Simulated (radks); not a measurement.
Task: The mean radii <r> (bohr) of the occupied orbitals of an atom or ion are listed with their occupations. All-electron calculation, Dirac Kohn-Sham, LDA (Slater exchange, Perdew-Wang correlation), spin-unpolarised, spherical densities, point nucleus. Program: a radial shooting solver on a logarithmic mesh with Libxc functionals.

orbital  occ.      <r>
1s1/2       2  0.01579
2s1/2       2  0.06579
2p1/2       2  0.05390
2p3/2       4  0.06294
3s1/2       2   0.1710
3p1/2       2   0.1615
3p3/2       4   0.1780
3d3/2       4   0.1544
3d5/2       6   0.1594
4s1/2       2   0.3765
4p1/2       2   0.3771
4p3/2       4   0.4117
4d3/2       4   0.4144
4d5/2       6   0.4252
4f5/2       6   0.4310
4f7/2       8   0.4367
5s1/2       1   0.7965
5p1/2       2   0.8329
5p3/2       4   0.8987
5d3/2       2   0.9977
5f5/2       1    1.252

Name the element and its charge. Open shells, if any, fill j = l - 1/2 first.

Result: Z = 83, bismuth, charge +13: Bi13+ in [Kr] 4d10 4f14 5s1 5p6 5d2 5f1. The 1s radius gives Z: for a bare nucleus <r> = (2 gamma + 1)/(2Z) with gamma = sqrt(1 - (Z/c)^2), 0.01561 bohr for Z = 83, and screening makes it slightly larger (0.01579 here). The occupations add up to 70, and the charge is Z minus that.
